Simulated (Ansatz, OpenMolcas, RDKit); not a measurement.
# GaBr (SMILES [Ga][Br]): the HOMO–LUMO gap, rung by rung

The species is GaBr (2 atoms), meant as a singlet with charge 0. SMILES: `[Ga][Br]`. Geometry: relaxed at PBE0-D4/def2-TZVP.

| atom | x (Å) | y (Å) | z (Å) |
| --- | --- | --- | --- |
| Ga | 0.0000 | 0.0000 | 0.0138 |
| Br | 0.0000 | 0.0000 | 2.3881 |

Quantity: the HOMO–LUMO gap, in eV. The values are calculated.

```tsv
level	kind	program	value (eV)	CPU time
extended Hückel	semi-empirical	RDKit	4.74	under 2 s
HF/aug-cc-pVTZ	Hartree–Fock	OpenMolcas	9.77	26 s
SVWN5/aug-cc-pVTZ	LDA	Ansatz	3.85	6.5 s
PBE/aug-cc-pVTZ	GGA	OpenMolcas	3.86	39 s
TPSS/aug-cc-pVTZ	meta-GGA	OpenMolcas	4.00	49 s
B3LYP/aug-cc-pVTZ	global hybrid	Ansatz	5.13	12 s
wB97M-V/aug-cc-pVTZ	range-separated hybrid	Ansatz	9.08	76 s
B2PLYP/aug-cc-pVTZ	double hybrid	Ansatz	7.18	17 s
```

All-electron rows without a relativistic Hamiltonian named are non-relativistic. The values span 3.85 to 9.77 eV. Orbital gaps aren't excitation energies, and those of double hybrids come from the SCF part alone; they tend to grow with the share of exact exchange. CPU times are rough (shared hosts, several kinds of processor): they show what a rung costs within a factor of a few.
